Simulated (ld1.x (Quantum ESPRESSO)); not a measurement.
Transferability test, TM potential for phosphorus

| Quantity | Value |
| --- | --- |
| Element | P (Z = 15) |
| Generator | ld1.x (Quantum ESPRESSO) 7.5 |
| Type | norm-conserving Troullier–Martins (Kleinman–Bylander form) |
| Functional | LDA (PZ) |
| Relativity | scalar-relativistic |
| Frozen core | [Ne] |
| Valence charge | 5 |
| Reference configuration | 3s2 3p3 |
| Partial waves | 3s (bound): rc 1.15 bohr; 3p (bound): rc 1.65 bohr |
| Local potential | all-electron potential smoothed inside 1.00 bohr (lloc = -1) |
| Core correction | a·sin(br)/r model core inside 1.05 bohr |

Energies are relative to the spin-unpolarised reference configuration 3s2 3p3; without spin polarisation the order of configurations can differ from experiment. Spin-polarised rows fill each open shell by Hund’s rule, majority spin first. The frozen-core shift is the all-electron ΔE with the core orbitals held at their reference shape minus the fully relaxed ΔE.

Task: Give the all-electron excitation energy and the error of the potential for: 3s2 3p2; 3s2 3p1; 3s2 3p0; 3s2 3p2.5; 3s1 3p0; 3s0 3p5; 3s1 3p4; 3s2 3p3 (spin-polarised); 3s2 3p2 (spin-polarised).

Result:

| valence configuration | charge | ΔE all-electron (eV) | error AE − PS (meV) | frozen-core shift (meV) |
| --- | --- | --- | --- | --- |
| 3s2 3p2 | +1 | 9.821 | +9.4 | +1.4 |
| 3s2 3p1 | +2 | 29.070 | +74 | +12 |
| 3s2 3p0 | +3 | 58.965 | +301 | +51 |
| 3s2 3p2.5 | +0.5 | 3.821 | +1.5 | +0.3 |
| 3s1 3p0 | +4 | 111.154 | +768 | +169 |
| 3s0 3p5 | 0 | 17.136 | -8.9 | +1.9 |
| 3s1 3p4 | 0 | 8.496 | -0.5 | +0.5 |
| 3s2 3p3 (spin-polarised) | 0 | -1.510 | +27 | +1.6 |
| 3s2 3p2 (spin-polarised) | +1 | 8.978 | +28 | +2.4 |
